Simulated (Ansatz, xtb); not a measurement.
**C4H4F2Si: which of two isomers lies lower**

We compare I, `FC1=CC=C[Si@@H]1F`, a singlet, with II, `FC1=C[Si@@H](F)C=C1`, a singlet. Both are isolated molecules in the gas phase, relaxed with r2SCAN-D4/def2-SVP.

Quicker runs give these differences E(II) − E(I): GFN2-xTB −13.6 kJ/mol; HF/STO-3G −12.9 kJ/mol (at GFN2-xTB geometries); r2SCAN-D4/def2-SVP//GFN2-xTB −34.3 kJ/mol.

Q: Estimate E(II) − E(I) at the level CCSD(T)/def2-SVP + ΔMP2/def2-TZVPP.

A: Calculated at CCSD(T)/def2-SVP + ΔMP2/def2-TZVPP: E(II) − E(I) = −34.0 kJ/mol, so structure II lies lower.

The same difference at several levels:

```tsv
level	geometry	E(II) − E(I) (kJ/mol)	departure from the last row (kJ/mol)	job, with rough time for the two
GFN2-xTB	GFN2-xTB	−13.6	+20.4	optimisation, 0.14 s
HF/STO-3G	GFN2-xTB	−12.9	+21.1	single point, 0.44 s
r2SCAN-D4/def2-SVP//GFN2-xTB	GFN2-xTB	−34.3	−0.3	single point, 5.2 s
r2SCAN-D4/def2-SVP	r2SCAN-D4/def2-SVP	−34.1	−0.1	optimisation, 48 s
HF/def2-SVP	r2SCAN-D4/def2-SVP	−35.2	−1.2	part of the CCSD(T) run
MP2/def2-SVP	r2SCAN-D4/def2-SVP	−34.8	−0.8	part of the CCSD(T) run
CCSD(T)/def2-SVP	r2SCAN-D4/def2-SVP	−32.1	+1.9	single point
CCSD(T)/def2-SVP + ΔMP2/def2-TZVPP	r2SCAN-D4/def2-SVP	−34.0		single point, 71 s
```

As drawn, both hold the same kinds of bond in the same numbers.

The levels shown agree on the order. The largest departure from CCSD(T)/def2-SVP + ΔMP2/def2-TZVPP is that of HF/STO-3G, 21.1 kJ/mol. The last row adds to CCSD(T) the change of the MP2 difference between the two basis sets, here −1.9 kJ/mol.

With thermal terms from frequencies at re-optimised GFN2-xTB minima (ideal gas, soft modes damped towards free rotors, one conformer each, 298.15 K, 1 atm): the zero-point term adds −0.1 kJ/mol; ΔH is −34.4 and ΔG −33.9 kJ/mol.

The correlated steps freeze 11 core orbitals. Run with Ansatz 0.2.0, xtb 6.7.1; the last row on 2 threads of Arm Neoverse V1 on a shared host.
